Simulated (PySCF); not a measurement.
A PySCF script (with the pyscf-properties extension) for the NMR shieldings of SMILES C1CC(N[SiH2]OC)C1, C₅H₁₃NOSi, on a GFN2-xTB geometry:

```python
import basis_set_exchange as bse
import numpy as np
from pyscf import gto, dft
from pyscf.prop import nmr

atoms = """
C     3.883113    0.243898    0.000083
O     2.578355    0.641471    0.258847
Si    1.266366   -0.308299    0.116385
N     0.099724    0.696579    0.858106
C    -1.317535    0.532667    0.769473
C    -1.848563   -0.909926    0.747824
C    -2.719812   -0.566212   -0.468721
C    -1.997491    0.781263   -0.600207
H     4.535504    1.109820    0.119467
H     3.983565   -0.143206   -1.017137
H     4.195693   -0.537645    0.697397
H     1.064928   -0.658992   -1.301446
H     1.431292   -1.556183    0.875288
H     0.368797    1.660903    0.989052
H    -1.789340    1.123596    1.562177
H    -1.066029   -1.625477    0.522387
H    -2.378218   -1.229251    1.642550
H    -2.620947   -1.235744   -1.319934
H    -3.775063   -0.463694   -0.223483
H    -2.632670    1.662286   -0.665525
H    -1.270589    0.799088   -1.408353
"""
names = dict.fromkeys(["C", "O", "Si", "N", "H"], "pcSseg-1")
basis = {el: gto.basis.parse(bse.get_basis(n, elements=[el], fmt="nwchem")) for el, n in names.items()}
mol = gto.M(atom=atoms, basis=basis, charge=0, verbose=0)
mf = dft.RKS(mol, xc="PBE0")
mf.grids.level = 2
mf.grids.alignment = dft.numint.BLKSIZE   # the property module wants whole blocks of grid points
mf.conv_tol = 1e-9
mf.kernel()

calc = nmr.RKS(mf)   # GIAO
C = mf.mo_coeff
Co = C[:, mf.mo_occ > 0]
resp = mf.gen_response(singlet=True, hermi=2)
def vind(x):   # induced exchange potential for any number of trial vectors
    d = np.einsum("pi,xij,qj->xpq", C, 2 * x.reshape(-1, C.shape[1], Co.shape[1]), Co, optimize=True)
    return np.einsum("xpq,pi,qj->xij", resp(d - d.transpose(0, 2, 1)), C, Co, optimize=True).ravel()
mo1, _ = nmr.rhf.solve_mo1(calc, with_cphf=vind)
sigma = calc.kernel(mo1)
for i, s in enumerate(sigma):   # ppm
    w = np.linalg.eigvalsh((s + s.T) / 2)
    print("%2d %-2s iso %8.1f  s11 %8.1f  s22 %8.1f  s33 %8.1f" % (i, mol.atom_pure_symbol(i), w.mean(), *w))
```

Problem. What does it print?

Solution. 
```
 0 C  iso    134.5  s11    107.0  s22    110.7  s33    185.8
 1 O  iso    344.5  s11    307.3  s22    353.0  s33    373.3
 2 Si iso    378.4  s11    342.8  s22    356.1  s33    436.2
 3 N  iso    219.5  s11    170.5  s22    204.1  s33    284.1
 4 C  iso    137.7  s11    115.0  s22    142.1  s33    155.9
 5 C  iso    156.9  s11    141.0  s22    150.1  s33    179.4
 6 C  iso    173.4  s11    163.7  s22    172.5  s33    183.9
 7 C  iso    151.5  s11    127.5  s22    146.4  s33    180.5
 8 H  iso     27.8  s11     23.4  s22     25.5  s33     34.4
 9 H  iso     28.0  s11     23.7  s22     25.8  s33     34.5
10 H  iso     27.9  s11     23.7  s22     25.6  s33     34.5
11 H  iso     26.1  s11     22.9  s22     25.5  s33     30.0
12 H  iso     26.5  s11     23.1  s22     25.6  s33     30.8
13 H  iso     31.1  s11     22.1  s22     30.3  s33     41.0
14 H  iso     28.1  s11     23.3  s22     28.5  s33     32.4
15 H  iso     29.8  s11     26.1  s22     30.0  s33     33.4
16 H  iso     29.2  s11     25.9  s22     26.7  s33     35.0
17 H  iso     30.0  s11     26.2  s22     27.4  s33     36.3
18 H  iso     30.0  s11     26.9  s22     27.1  s33     36.2
19 H  iso     29.4  s11     26.0  s22     27.4  s33     34.7
20 H  iso     29.7  s11     27.3  s22     29.1  s33     32.7
```

These numbers come from an equivalent density-fitted implementation of the same equations, which agrees with the script to about 0.01 ppm for H and up to a few tenths of a ppm for heavy atoms, so last digits may differ.

Problem. Turn these shieldings into chemical shifts. Scale: TMS for $^{13}$C (σref 186.93) and $^{29}$Si (σref 349.16) and $^{1}$H (σref 31.72); $^{17}$O (σref 336.08) against H2O; $^{15}$N (σref 267.73) against NH3 (reference shieldings calculated alike).

Solution. Averaging equivalent atoms: C 0: 52.4; C 4: 49.3; C 5/7: 32.8; C 6: 13.5; O 1: -8.4; Si 2: -29.2; N 3: 48.2; H 11/12: 5.42; H 8/9/10: 3.82; H 14: 3.64; H 16/19: 2.43; H 15/20: 1.95; H 17: 1.74; H 18: 1.68; H 13: 0.59 ppm. Experimental scales use liquid or dissolved standards, which lie at an offset from isolated NH3 (liquid NH3: subtract about 20 ppm) and H2O (liquid H2O: subtract about 36 ppm).

Size and cost of the density-fitted run: 208 basis functions, 80 s wall time on 1 thread of an Arm Neoverse N1, shared host; peak memory 1 GiB.
